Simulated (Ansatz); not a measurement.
Ansatz (a program for electronic structure) job for CHS, SMILES [CH][S] (connectivity only; charge and spin as stated), neutral, multiplicity 2, B3LYP-D3(BJ)/def2-TZVPD. 

Ansatz 0.2 input:
```yaml
crystal:
  periodic: [false, false, false]
  atoms:
    - {symbol: C, position_ang: [-0.15089705, -1.04830428, -0.00000000]}
    - {symbol: S, position_ang: [0.01864608, 0.50638726, 0.00000000]}
    - {symbol: H, position_ang: [0.60704498, -1.81237043, -0.00000000]}
basis:
  gaussian:
    orbitals: def2-TZVPD
hamiltonian:
  xc: b3lyp
  dispersion: d3bj
magnetization: {spin_polarized: true, initial_magnetization: 1}
relax: {f_tol: 0.002, max_steps: 200}
```

Log of the run:

```
WARN ansatz: RAYON_NUM_THREADS=1 ignored (pool sized by the plan → 1); use --threads N
Functional definition: B3LYP
integrals: 0.02 GiB planned
521 factors; their error is unknown
mean field: 0.26 GiB planned
mean field evaluation 1: about -11881.6556 eV, gradient 3.4e1 eV
mean field evaluation 2: about -11864.2202 eV, gradient 6.0e1 eV
mean field evaluation 4: about -11887.3610 eV, gradient 2.9e0 eV
mean field evaluation 8: about -11887.4211 eV, gradient 1.5e-1 eV
mean field evaluation 16: about -11887.4214 eV, gradient 1.7e-4 eV
mean field -11887.42135650 eV, -436.8546772676 hartree, gradient 5.5e-5 eV, S^2 0.756360; 1 other end points of the search recorded, 0 dependent functions left out
the calculation of the forces begins
reference -11887.42156505 eV, -436.8546849317 hartree; 12, 11 occupied and 80, 81 virtual orbitals, 521 factors
relax step   1: F+E_penalty+E_count = -11887.48876231 eV  Δ(F+E_penalty+E_count) = +0.000e0 eV  max|allowed force component| = 6.586e-1 eV/Å  Δτ_max = 0.0000 Å  (46 SCF iters, accepted)
these checks for a lower state are left out or cut short: starts, cluster_reference, orbital_swaps, neighbouring_geometries, increment
integrals: 0.02 GiB planned
521 factors; their error is unknown
mean field: 0.26 GiB planned
mean field -11887.42690047 eV, -436.8548810050 hartree, gradient 9.4e-6 eV, S^2 0.756339; 0 other end points of the search recorded, 0 dependent functions left out
the calculation of the forces begins
reference -11887.42710947 eV, -436.8548886856 hartree; 12, 11 occupied and 80, 81 virtual orbitals, 521 factors
relax step   2: F+E_penalty+E_count = -11887.49425725 eV  Δ(F+E_penalty+E_count) = -5.495e-3 eV  max|allowed force component| = 2.991e-1 eV/Å  Δτ_max = 0.0099 Å  (42 SCF iters, accepted)
these checks for a lower state are left out or cut short: starts, cluster_reference, orbital_swaps, neighbouring_geometries, increment
integrals: 0.02 GiB planned
521 factors; their error is unknown
mean field: 0.26 GiB planned
mean field evaluation 32: about -11887.4104 eV, gradient 2.9e-3 eV
mean field -11887.42956613 eV, -436.8549789660 hartree, gradient 1.1e-5 eV, S^2 0.756313; 0 other end points of the search recorded, 0 dependent functions left out
the calculation of the forces begins
reference -11887.42977539 eV, -436.8549866563 hartree; 12, 11 occupied and 80, 81 virtual orbitals, 521 factors
relax step   3: F+E_penalty+E_count = -11887.49686704 eV  Δ(F+E_penalty+E_count) = -2.610e-3 eV  max|allowed force component| = 1.135e-1 eV/Å  Δτ_max = 0.0114 Å  (44 SCF iters, accepted)
these checks for a lower state are left out or cut short: starts, cluster_reference, orbital_swaps, neighbouring_geometries, increment
integrals: 0.02 GiB planned
521 factors; their error is unknown
mean field: 0.26 GiB planned
mean field -11887.43010315 eV, -436.8549987014 hartree, gradient 7.7e-6 eV, S^2 0.756336; 0 other end points of the search recorded, 0 dependent functions left out
the calculation of the forces begins
reference -11887.43031234 eV, -436.8550063890 hartree; 12, 11 occupied and 80, 81 virtual orbitals, 521 factors
relax step   4: F+E_penalty+E_count = -11887.49737247 eV  Δ(F+E_penalty+E_count) = -5.054e-4 eV  max|allowed force component| = 5.232e-2 eV/Å  Δτ_max = 0.0081 Å  (43 SCF iters, accepted)
these checks for a lower state are left out or cut short: starts, cluster_reference, orbital_swaps, neighbouring_geometries, increment
integrals: 0.02 GiB planned
521 factors; their error is unknown
mean field: 0.26 GiB planned
mean field -11887.43008504 eV, -436.8549980358 hartree, gradient 1.0e-5 eV, S^2 0.756308; 0 other end points of the search recorded, 0 dependent functions left out
the calculation of the forces begins
reference -11887.43029417 eV, -436.8550057212 hartree; 12, 11 occupied and 80, 81 virtual orbitals, 521 factors
relax step   5: F+E_penalty+E_count = -11887.49736633 eV  Δ(F+E_penalty+E_count) = +6.142e-6 eV  max|allowed force component| = 5.584e-2 eV/Å  Δτ_max = 0.0017 Å  (47 SCF iters, rejected (line search))
these checks for a lower state are left out or cut short: starts, cluster_reference, orbital_swaps, neighbouring_geometries, increment
integrals: 0.02 GiB planned
521 factors; their error is unknown
mean field: 0.26 GiB planned
mean field -11887.43012605 eV, -436.8549995428 hartree, gradient 1.9e-5 eV, S^2 0.756323; 0 other end points of the search recorded, 0 dependent functions left out
the calculation of the forces begins
reference -11887.43033522 eV, -436.8550072297 hartree; 12, 11 occupied and 80, 81 virtual orbitals, 521 factors
relax step   6: F+E_penalty+E_count = -11887.49740132 eV  Δ(F+E_penalty+E_count) = -2.885e-5 eV  max|allowed force component| = 1.907e-3 eV/Å  Δτ_max = 0.0008 Å  (36 SCF iters, accepted)
integrals: 0.02 GiB planned
521 factors; their error is unknown
mean field: 0.26 GiB planned
mean field evaluation 64: about -11887.4301 eV, gradient 1.9e-5 eV
mean field -11887.43012605 eV, -436.8549995428 hartree, gradient 1.9e-5 eV, S^2 0.756323; 2 other end points of the search recorded, 0 dependent functions left out
the calculation of the forces begins
reference -11887.43033522 eV, -436.8550072297 hartree; 12, 11 occupied and 80, 81 virtual orbitals, 521 factors
Total energy: -11887.49761049 eV, -436.8574795503 hartree
Atom 0 at    -0.131853    -1.033693     0.000000 Å, force    -0.000113     0.001787     0.000000 eV/Å
Atom 1 at     0.004843     0.517007    -0.000000 Å, force    -0.000036    -0.001907    -0.000000 eV/Å
Atom 2 at     0.601804    -1.837602     0.000000 Å, force     0.000149     0.000120     0.000000 eV/Å
Dipole moment:     0.181944    -0.093249    -0.000000 e Å
```

The run converged.
